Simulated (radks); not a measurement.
Excited configurations of As3+: one electron is placed in a higher orbital outside [Ar] 3d10 4s1. The ground configuration is [Ar] 3d10 4s2. Calculated with a radial shooting solver on a logarithmic mesh with Libxc functionals: scalar-relativistic Kohn-Sham, PBE, spin-polarised, spherical densities, point nucleus; open shells are filled with parallel spins first. Excitation = E - E(ground); binding = E(ion) - E, where the ion is the core of charge +4; n* = 4/sqrt(2 binding) in atomic units, and the quantum defect is n - n*.

outer orbital  excitation (eV)  binding (eV)     n*  <r> (bohr)
4p                      10.231        40.005  2.333       1.985
4d                      25.925        24.310  2.992       2.729
4f                      35.838        14.397  3.889       4.162
5p                      30.950        19.286  3.360       4.160
5d                      36.351        13.884  3.960       5.357
5f                      40.661         9.575  4.768       7.234
6s                      36.862        13.373  4.035       6.311
6p                      38.570        11.666  4.320       7.009
6d                      41.238         8.997  4.919       8.637
7p                      42.397         7.838  5.270       10.54
7d                      43.907         6.329  5.865       12.62

The Delta-SCF ionisation energy is 50.235 eV (NIST Atomic Spectra Database: 50.2 eV, measured). Self-interaction in the functional shifts the binding energies and quantum defects, so they are the method's values and not measured ones.
